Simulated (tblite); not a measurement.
C₅H₉F₃GeO.
Atom-mapped SMILES: `[F:1][C:2]([F:3])([F:4])[O:5][C@@H:6]1[CH2:7][CH2:8][C@H:9]1[GeH3:10]` (hydrogens: H11 on C6; H12, H13 on C7; H14, H15 on C8; H16 on C9; H17, H18, H19 on Ge10)

Computed with GFN2-xTB (tblite), gas phase: L-BFGS steps from a force-field or distance-geometry start until the largest atomic force falls under 0.01 eV/Å.

Step 135: E = -965.8072 eV
```
atom  x, y, z in Å  |  force x, y, z in eV/Å
F1      1.9187    1.0177    1.5709   -0.014   0.037  -0.082
C2      2.0244    1.2088    0.2376    0.004   0.011   0.014
F3      1.1448    2.2088   -0.0216    0.057  -0.028   0.016
F4      3.2325    1.7098    0.0072   -0.054  -0.026   0.028
O5      1.8308    0.1288   -0.4763    0.011   0.001   0.043
C6      0.6354   -0.5904   -0.1137    0.007  -0.024  -0.031
C7      0.2173   -1.6979   -1.0730    0.013  -0.021  -0.018
C8     -1.2345   -1.2180   -0.9143    0.018  -0.032  -0.008
C9     -0.7027    0.1143   -0.3527    0.026  -0.022  -0.015
Ge10   -1.5053    0.9623    1.2352    0.001   0.029   0.033
H11     0.7512   -0.9574    0.9129   -0.004   0.046  -0.021
H12     0.6102   -1.5231   -2.0711   -0.008   0.030  -0.006
H13     0.4497   -2.7151   -0.7666   -0.006   0.003   0.014
H14    -1.8209   -1.1529   -1.8273   -0.032  -0.009   0.028
H15    -1.7781   -1.7962   -0.1684   -0.017  -0.007  -0.014
H16    -0.5989    0.8335   -1.1656    0.021   0.008   0.008
H17    -2.9965    0.8586    1.1691    0.017  -0.004   0.007
H18    -1.1358    2.3978    1.3574   -0.023  -0.003   0.025
H19    -1.0520    0.2202    2.4529   -0.017   0.010  -0.020
```

Step 136: E = -965.8082 eV
```
atom  x, y, z in Å  |  force x, y, z in eV/Å
F1      1.8791    1.0235    1.5783    0.000   0.046  -0.151
C2      2.0151    1.2076    0.2448    0.018   0.026   0.021
F3      1.1435    2.2096   -0.0378    0.096  -0.062   0.027
F4      3.2309    1.7046    0.0375   -0.126  -0.049   0.048
O5      1.8339    0.1246   -0.4685    0.011   0.027   0.067
C6      0.6366   -0.5974   -0.1167    0.012  -0.022  -0.018
C7      0.2171   -1.6987   -1.0831    0.014  -0.025  -0.025
C8     -1.2344   -1.2202   -0.9137    0.006  -0.043  -0.013
C9     -0.6997    0.1108   -0.3522    0.019  -0.017  -0.009
Ge10   -1.4943    0.9680    1.2362    0.034   0.023   0.022
H11     0.7488   -0.9716    0.9080   -0.005   0.046  -0.028
H12     0.6061   -1.5141   -2.0823   -0.025   0.017   0.029
H13     0.4507   -2.7194   -0.7857   -0.004   0.037   0.004
H14    -1.8273   -1.1538   -1.8230   -0.026  -0.007   0.035
H15    -1.7742   -1.7996   -0.1652   -0.001  -0.006  -0.026
H16    -0.5969    0.8287   -1.1662    0.027   0.009   0.007
H17    -2.9827    0.8478    1.1878   -0.019  -0.007   0.004
H18    -1.1408    2.4087    1.3345   -0.019   0.006   0.024
H19    -1.0209    0.2501    2.4597   -0.013   0.001  -0.017
```

Step 137: E = -965.8095 eV
```
atom  x, y, z in Å  |  force x, y, z in eV/Å
F1      1.8487    1.0269    1.5807    0.013   0.049  -0.145
C2      2.0094    1.2061    0.2491    0.047   0.052   0.028
F3      1.1476    2.2114   -0.0509    0.094  -0.066   0.021
F4      3.2319    1.6986    0.0613   -0.173  -0.070   0.054
O5      1.8363    0.1216   -0.4631    0.030   0.025   0.035
C6      0.6381   -0.6024   -0.1196    0.007  -0.006  -0.004
C7      0.2174   -1.6991   -1.0903   -0.006  -0.018  -0.020
C8     -1.2339   -1.2220   -0.9125   -0.013  -0.032  -0.015
C9     -0.6966    0.1084   -0.3516   -0.001  -0.007  -0.012
Ge10   -1.4868    0.9723    1.2367    0.044   0.004   0.000
H11     0.7478   -0.9789    0.9037   -0.005   0.022  -0.007
H12     0.6024   -1.5063   -2.0899   -0.031   0.000   0.040
H13     0.4498   -2.7218   -0.7990    0.011   0.045  -0.004
H14    -1.8330   -1.1554   -1.8176   -0.018   0.001   0.027
H15    -1.7719   -1.8015   -0.1622    0.021  -0.008  -0.025
H16    -0.5947    0.8260   -1.1660    0.030   0.007   0.001
H17    -2.9728    0.8367    1.2002   -0.042  -0.011   0.001
H18    -1.1506    2.4164    1.3212   -0.006   0.029   0.018
H19    -0.9987    0.2723    2.4623   -0.004  -0.015   0.005
```

**Question.** Estimate the geometry and energy of step 138. (The exact step hangs on the optimiser's Hessian estimate; all steps are aligned on step 137, rigid shifts and turns removed.)

**Answer.** E = -965.8111 eV, largest force 0.139 eV/Å
```
atom  x, y, z in Å  |  force x, y, z in eV/Å
F1      1.8076    1.0416    1.5835    0.017   0.020  -0.129
C2      2.0009    1.2040    0.2543    0.027   0.032   0.014
F3      1.1510    2.2104   -0.0742    0.081  -0.076   0.001
F4      3.2280    1.6894    0.0896   -0.122  -0.045   0.050
O5      1.8429    0.1116   -0.4507    0.009   0.061   0.038
C6      0.6404   -0.6116   -0.1210    0.001   0.011   0.018
C7      0.2167   -1.7002   -1.0998   -0.024   0.000   0.002
C8     -1.2334   -1.2219   -0.9141   -0.032  -0.009  -0.013
C9     -0.6906    0.1057   -0.3502   -0.020   0.002  -0.011
Ge10   -1.4756    0.9765    1.2386    0.043  -0.008  -0.001
H11     0.7440   -0.9926    0.9008   -0.004  -0.002   0.005
H12     0.5996   -1.4964   -2.0980   -0.033  -0.022   0.042
H13     0.4450   -2.7258   -0.8162    0.030   0.043  -0.015
H14    -1.8381   -1.1510   -1.8152   -0.006   0.008   0.018
H15    -1.7722   -1.8014   -0.1640    0.044  -0.012  -0.023
H16    -0.5867    0.8248   -1.1629    0.029   0.000  -0.011
H17    -2.9598    0.8136    1.2220   -0.036  -0.012   0.000
H18    -1.1682    2.4285    1.3015    0.002   0.027   0.009
H19    -0.9612    0.3040    2.4686   -0.006  -0.018   0.004
```

The energy changes by -0.0016 eV. The first-order estimate −F·Δx gives -0.0024 eV and the mean of the old and new forces, exact on a quadratic surface, -0.0016 eV. The step makes an angle of 86° with the force vector and moves no atom by more than 0.049 Å.

What follows is the cost of the whole relaxation. The run took 2.5 s wall on one thread of an Arm Neoverse N1, no GPU, shared host.
